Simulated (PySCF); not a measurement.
Identify the unknown among the candidates.

All candidates are C6H13F.

| technique | computed result |
| --- | --- |
| UV, first state | lowest singlet excitation: 8.38 eV (148 nm, f = 0.000) [TDDFT PBE0/def2-SVPD] |
| Dipole | 1.77 D [PBE0/def2-SVPD] |
| Rotational structure | rotational constants A, B, C: 8.617, 0.819, 0.786 GHz [GFN2-xTB] |
| UV, strongest line | among the 8 lowest singlet transitions: S2 at 8.72 eV (142 nm, f = 0.042) [TDDFT PBE0/def2-SVPD] |
| Polarisability | 76.0 au [PBE0/def2-SVPD] |
| Triplet | lowest triplet excitation (Tamm–Dancoff): 8.27 eV [TDA PBE0/def2-SVPD] |

Gas-phase values; electronic properties from PySCF, density fitting. Levels stand in brackets. The structure is a single GFN2-xTB conformer in the gas phase; no vibrational or solvent corrections.

Task: Which candidate is it?
A. `CC[C@@H](C)[C@@H](C)F`
B. `CCCCCCF`
C. `CCC(C)(C)CF`

Result: B. It is `CCCCCCF`. Numbering: `[CH3:1][CH2:2][CH2:3][CH2:4][CH2:5][CH2:6][F:7]`. Its formula, C6H13F, gives 0 degrees of unsaturation, so no ring and no π bond. The optimised geometry has point group C1 and is an asymmetric top.

The others, at the same levels:
- `CC[C@@H](C)[C@@H](C)F` fails: its computed static isotropic polarisability is 74.0 au (against 76.0 au), rotational constant A is 3.303 GHz (against 8.617 GHz) and smallest rotational constant is 1.454 GHz (against 0.786 GHz).
- `CCC(C)(C)CF` fails: its computed static isotropic polarisability is 74.3 au (against 76.0 au), rotational constant A is 2.665 GHz (against 8.617 GHz) and smallest rotational constant is 1.749 GHz (against 0.786 GHz).

Each candidate is one conformer, not necessarily the lowest. The conformers computed, where there is a choice (atom-mapped SMILES and torsion angles):
- `[CH3:1][CH2:2][CH2:3][CH2:4][CH2:5][CH2:6][F:7]`: C1–C2–C3–C4 180°, C2–C3–C4–C5 180°, C3–C4–C5–C6 180°, C4–C5–C6–F7 64°
- `[CH3:1][CH2:2][C@@H:3]([CH3:4])[C@@H:5]([CH3:6])[F:7]`: C1–C2–C3–C4 -67°, C2–C3–C5–C6 55°
- `[CH3:1][CH2:2][C:3]([CH3:4])([CH3:5])[CH2:6][F:7]`: C1–C2–C3–C4 180°, C2–C3–C6–F7 55°
